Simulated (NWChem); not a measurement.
System: SiH3O2Br; SMILES O[SiH](O)Br

NWChem printed, in part:

```
             Northwest Computational Chemistry Package (NWChem) 7.3.0
             --------------------------------------------------------

                             Geometry "geometry" -> ""
                             -------------------------

 Output coordinates in angstroms (scale by  1.889725989 to convert to a.u.)

  No.       Tag          Charge          X              Y              Z
 ---- ---------------- ---------- -------------- -------------- --------------
    1 Si                  14.0000    -0.02002500     0.98194100     0.41766500
    2 O                    8.0000    -1.33366700     1.70355400    -0.25239000
    3 O                    8.0000     1.36276600     1.66164800    -0.17420300
    4 Br                  35.0000     0.07838200    -1.22519000    -0.04896800
    5 H                    1.0000    -0.18839000     1.11687500     1.87148200
    6 H                    1.0000    -1.33688600     1.81152900    -1.21487700
    7 H                    1.0000     2.10881400     1.06772600    -0.33792700

 Effective nuclear repulsion energy (a.u.)     335.8711029876

                                 NWChem DFT Module
                                 -----------------

 Summary of "ao basis" -> "ao basis" (spherical)
 ------------------------------------------------------------------------------
       Tag                 Description            Shells   Functions and Types
 ---------------- ------------------------------  ------  ---------------------
 Si                          6-31g*                  8       18   4s3p1d
 O                           6-31g*                  6       14   3s2p1d
 Br                          6-31g*                 12       32   5s4p3d
 H                           6-31g*                  2        2   2s

 in cosmo_initialize ...
 calling solv_data for solv:dmf

 solvent parameters
 solvname_short: dmf
 solvname_long:  N,N-dimethylformamide
 dielec:       37.2190
 dielecinf:     2.0463
 nonaqueous SMD model solvent descriptors
 dielec:       37.2190
 sola:          0.0000
 solb:          0.7400
 solc:          0.0000
 solg:         49.5600
 solh:          0.0000
 soln:          1.4305

          ---------------
          -cosmo- solvent
          ---------------
 Cosmo: York-Karplus, doi: 10.1021/jp992097l
 dielectric constant -eps-     =  37.22
 screen = (eps-1)/(eps    )    =   0.97313
 surface charge correction     = lagrangian

   van der Waals surface
 --------------------------

 ---------- ATOMIC COORDINATES (A.U.) ------------ VDWR(ANG.) --
     1   -0.03784176    1.85559943    0.78927241     2.470
     2   -2.52026519    3.21925027   -0.47694794     2.294
     3    2.57525433    3.14005941   -0.32919594     2.294
     4    0.14812050   -2.31527338   -0.09253610     3.060
     5   -0.35600548    2.11058771    3.53658817     1.200
     6   -2.52634822    3.42329343   -2.29578464     1.200
     7    3.98508062    2.01770957   -0.63858943     1.200
 number of segments per atom =        128
 number of   points per atom =        128
 atom (   nspa,  nppa )
 ----------------------
    1 (     25,     0 )       0
    2 (     73,     0 )       0
    3 (     73,     0 )       0
    4 (     94,     0 )       0
    5 (     31,     0 )       0
    6 (      2,     0 )       0
    7 (      2,     0 )       0
 number of -cosmo- surface points =      300
 molecular surface =    171.413 angstrom**2
 molecular volume  =    188.796 angstrom**3
 -lineq- algorithm             =   0
 -bem- low  level              =   3
 -bem- from -octahedral-
 gaussian surface charge width =   4.50000
 degree of switching           =   1.00000
 switching function tolerance  =   0.00010
 atomic radii =
 --------------
    1 14.000  2.470
    2  8.000  2.294
    3  8.000  2.294
    4 35.000  3.060
    5  1.000  1.200
    6  1.000  1.200
    7  1.000  1.200
 ...... end of -cosmo- initialization ......

 nat:                     7
 ixmem:                  2814
 calling mnsol_interface()
 G(SMD-CDS) energy (kcal/mol)  =    -2.769
 SMD-CDS SASA (angstrom**2)    =   134.725

            General Information
            -------------------
          SCF calculation type: DFT
          Wavefunction type:  closed shell.
          No. of atoms     :     7
          No. of electrons :    68
           Alpha electrons :    34
            Beta electrons :    34
          Charge           :     0
          Spin multiplicity:     1
          Use of symmetry is: off; symmetry adaption is: off
          Maximum number of iterations: 150
          AO basis - number of functions:    84
                     number of shells:    38
          Convergence on energy requested:  1.00D-06
          Convergence on density requested:  1.00D-05
          Convergence on gradient requested:  5.00D-04

              XC Information
              --------------
                       M05-2X Method XC Functional
                     Hartree-Fock (Exact) Exchange  0.560
                M05-2X metaGGA Exchange Functional  0.440
                      M05-2X Correlation Potential  1.000

             Grid Information
             ----------------
          Grid used for XC integration:  medium
          Radial quadrature: Mura-Knowles
          Angular quadrature: Lebedev.
          Tag              B.-S. Rad. Rad. Pts. Rad. Cut. Ang. Pts.
          ---              ---------- --------- --------- ---------
          Si                  1.10       88           8.0       590
          O                   0.60       49          10.0       434
          Br                  1.15      112          10.0       590
          H                   0.35       45          10.0       434
          Grid pruning is: on
          Number of quadrature shells:   433
          Spatial weights used:  Erf1

      Superposition of Atomic Density Guess
      -------------------------------------

 Sum of atomic energies:       -3011.90798813

      Non-variational initial energy
      ------------------------------

 Total energy =   -3012.998642
 1-e energy   =   -4858.745782
 2-e energy   =    1509.876037
 HOMO         =      -0.394747
 LUMO         =       0.055984

   convergence    iter        energy       DeltaE   RMS-Dens  Diis-err
 ---------------- ----- ----------------- --------- --------- ---------
     COSMO gas phase
 d= 0,ls=0.0,diis     1  -3015.5270851929 -3.35D+03  1.20D-02  8.71D-01
 d= 0,ls=0.0,diis     2  -3015.5360934504 -9.01D-03  5.72D-03  8.64D-01
 d= 0,ls=0.0,diis     3  -3015.6163227370 -8.02D-02  9.81D-04  1.46D-02
 d= 0,ls=0.0,diis     4  -3015.6175933138 -1.27D-03  3.52D-04  9.74D-04
 d= 0,ls=0.0,diis     5  -3015.6177196832 -1.26D-04  6.82D-05  5.62D-05
  Resetting Diis
 d= 0,ls=0.0,diis     6  -3015.6177255910 -5.91D-06  1.85D-05  1.32D-06
 d= 0,ls=0.0,diis     7  -3015.6177257921 -2.01D-07  4.48D-06  1.19D-07

   convergence    iter        energy       DeltaE   RMS-Dens  Diis-err
 ---------------- ----- ----------------- --------- --------- ---------
     COSMO solvation phase
 d= 0,ls=0.0,diis     1  -3015.6293633974 -1.16D-02  8.40D-04  1.60D-03
 d= 0,ls=0.0,diis     2  -3015.6297541785 -3.91D-04  1.93D-04  3.04D-04
 d= 0,ls=0.0,diis     3  -3015.6297878712 -3.37D-05  7.72D-05  7.02D-05
 d= 0,ls=0.0,diis     4  -3015.6297953173 -7.45D-06  3.02D-05  1.02D-05
 d= 0,ls=0.0,diis     5  -3015.6297964251 -1.11D-06  7.12D-06  3.50D-07
 d= 0,ls=0.0,diis     6  -3015.6297964680 -4.30D-08  2.06D-06  4.12D-08

         Total DFT energy =    -3015.629796468021
      One electron energy =    -4862.373793695711
           Coulomb energy =     1641.782348598842
    Exchange-Corr. energy =     -130.637084953013
 Nuclear repulsion energy =      335.871102987556

             COSMO energy =       -0.272369405694

 Numeric. integr. density =       67.999999610260

                                COSMO-SMD solvation results
                                ---------------------------

             internal energy in gas <Psi(g)|H|Psi(g)> =     -3015.617725792054
         internal energy in solvent <Psi(s)|H|Psi(s)> =     -3015.617262849061
                               delta internal energy  =         0.000462942992 (    0.29 kcal/mol)
   total free energy in solvent <Psi(s)|H+V/2|Psi(s)> =     -3015.625383050057
 polarization energy contribution <Psi(s)|V/2|Psi(s)> =        -0.008120200996 (   -5.10 kcal/mol)
    total free energy in solvent including G(SMD-CDS) =     -3015.629796468021
                       G(SMD-CDS) energy contribution =        -0.004413417964 (   -2.77 kcal/mol)
     1 M fixed-concentration free energy of solvation =        -0.012070675967 (   -7.57 kcal/mol)

                       DFT Final Molecular Orbital Analysis
                       ------------------------------------

 Vector   32  Occ=2.000000D+00  E=-3.907481D-01
              MO Center=  1.7D-01,  4.4D-01,  2.5D-01, r^2= 4.0D+00
   Bfn.  Coefficient  Atom+Function         Bfn.  Coefficient  Atom+Function
  ----- ------------  ---------------      ----- ------------  ---------------
    58      0.490293  4 Br py                37      0.268184  3 O  pz
    80     -0.233637  5 H  s                 54     -0.219637  4 Br py
    41      0.213584  3 O  pz                62      0.210424  4 Br py
    22      0.205460  2 O  py                36      0.162481  3 O  py
    79     -0.162779  5 H  s                 26      0.157629  2 O  py

 Vector   33  Occ=2.000000D+00  E=-3.644517D-01
              MO Center=  2.4D-02, -9.7D-01, -3.6D-02, r^2= 2.2D+00
   Bfn.  Coefficient  Atom+Function         Bfn.  Coefficient  Atom+Function
  ----- ------------  ---------------      ----- ------------  ---------------
    57      0.609007  4 Br px                59      0.421090  4 Br pz
    61      0.279707  4 Br px                53     -0.274070  4 Br px
    63      0.194289  4 Br pz                55     -0.189671  4 Br pz
    22     -0.156866  2 O  py                26     -0.122850  2 O  py
    49      0.082160  4 Br px                36      0.073085  3 O  py

 Vector   34  Occ=2.000000D+00  E=-3.627043D-01
              MO Center=  9.6D-02, -9.5D-01,  2.8D-02, r^2= 2.3D+00
   Bfn.  Coefficient  Atom+Function         Bfn.  Coefficient  Atom+Function
  ----- ------------  ---------------      ----- ------------  ---------------
    59      0.600817  4 Br pz                57     -0.417557  4 Br px
    63      0.279224  4 Br pz                55     -0.270495  4 Br pz
    61     -0.192137  4 Br px                53      0.187846  4 Br px
    80     -0.132952  5 H  s                 36     -0.112228  3 O  py
    58     -0.097275  4 Br py                79     -0.085597  5 H  s

 Vector   35  Occ=0.000000D+00  E= 6.745665D-02
              MO Center=  3.1D-02, -5.3D-02,  2.0D-01, r^2= 4.1D+00
   Bfn.  Coefficient  Atom+Function         Bfn.  Coefficient  Atom+Function
  ----- ------------  ---------------      ----- ------------  ---------------
    10      1.182359  1 Si s                 62     -0.813480  4 Br py
    12     -0.684238  1 Si py                60     -0.640604  4 Br s
     8     -0.492470  1 Si py                 6      0.432262  1 Si s
    80     -0.359931  5 H  s                 56      0.344559  4 Br s
    58     -0.337677  4 Br py                13     -0.261961  1 Si pz

 Vector   36  Occ=0.000000D+00  E= 8.889135D-02
              MO Center= -1.9D-01,  8.8D-01,  4.2D-01, r^2= 4.7D+00
   Bfn.  Coefficient  Atom+Function         Bfn.  Coefficient  Atom+Function
  ----- ------------  ---------------      ----- ------------  ---------------
    11      1.077341  1 Si px                24      0.755847  2 O  s
    38     -0.323577  3 O  s                  7      0.312386  1 Si px
    13      0.268777  1 Si pz                12     -0.258609  1 Si py
    82     -0.240136  6 H  s                 61     -0.234802  4 Br px
    57     -0.185179  4 Br px                41     -0.170535  3 O  pz

 Vector   37  Occ=0.000000D+00  E= 9.426273D-02
              MO Center=  4.5D-01,  1.5D+00, -1.8D-02, r^2= 4.5D+00
   Bfn.  Coefficient  Atom+Function         Bfn.  Coefficient  Atom+Function
  ----- ------------  ---------------      ----- ------------  ---------------
    38     -0.823562  3 O  s                 12      0.814252  1 Si py
    84      0.505161  7 H  s                 24     -0.412615  2 O  s
    60      0.407579  4 Br s                 10      0.382138  1 Si s
    13     -0.352038  1 Si pz                11      0.275096  1 Si px
     8      0.266334  1 Si py                82      0.241929  6 H  s

     Multipole analysis of the density
     ---------------------------------

     L   x y z        total         alpha         beta         nuclear
     -   - - -        -----         -----         ----         -------
     0   0 0 0     -0.000000    -34.000000    -34.000000     68.000000

     1   1 0 0      0.526404     -2.835334     -2.835334      6.197073
     1   0 1 0      0.301197     -1.534347     -1.534347      3.369892
     1   0 0 1     -0.432675     -1.198394     -1.198394      1.964113

     2   2 0 0    -30.384019    -78.715685    -78.715685    127.047351
     2   1 1 0     -0.420701      7.069814      7.069814    -14.560328
     2   1 0 1      1.286012     -1.323184     -1.323184      3.932381
     2   0 2 0    -35.773954   -226.814828   -226.814828    417.855702
     2   0 1 1     -1.662164     -3.714293     -3.714293      5.766421
     2   0 0 2    -29.483288    -29.688489    -29.688489     29.893689
```

Level: M05-2X/6-31G* (spherical d), SMD on the gas-phase geometry. Coordinates come from a B3LYP/6-31G* (spherical d) optimisation. Solvent: N,N-dimethylformamide.

Q: Which NWChem input produces such a log?

A: One answer among several that fit: the input that was run:
```
start job
memory heap 200 mb stack 900 mb global 1100 mb
geometry units angstroms noautosym nocenter noautoz
  Si    -0.020025     0.981941     0.417665
  O     -1.333667     1.703554    -0.252390
  O      1.362766     1.661648    -0.174203
  Br     0.078382    -1.225190    -0.048968
  H     -0.188390     1.116875     1.871482
  H     -1.336886     1.811529    -1.214877
  H      2.108814     1.067726    -0.337927
end
basis spherical
  * library 6-31g*
end
dft
  xc m05-2x
  iterations 150
end
cosmo
  do_cosmo_smd true
  solvent dmf
end
task dft energy
```
